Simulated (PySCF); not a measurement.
ZnH2, SMILES [ZnH2]. Atoms are numbered in the order given.

```xyz
3

Zn     0.0000     0.0000     0.0000
H      0.0000     0.0000    -1.5458
H      0.0000     0.0000     1.5458
```

Geometry: PBE-D3(BJ)/def2-TZVPD. The isomer is the one that the SMILES or the coordinates give; other isomers of the formula were not compared.

These are PySCF with M06-2X/def2-TZVPD values and carry that method's errors.

Isolated molecule, no solvent.

Computed frontier levels, gap, dipole moment and polarisability:
```yaml
highest_occupied_level: -9.04 eV
lowest_empty_level: -0.45 eV
orbital_gap: 8.59 eV
dipole_moment: 0.00 D
quadrupole, principal values (traceless, Buckingham form, about the centre of nuclear charge): -7.12, 3.56, 3.56 D·Å
mean_static_polarisability: 28.4 bohr³ (4.21 Å³)
polarisability_principal_values: 25.1, 25.1, 35.2 bohr³
```
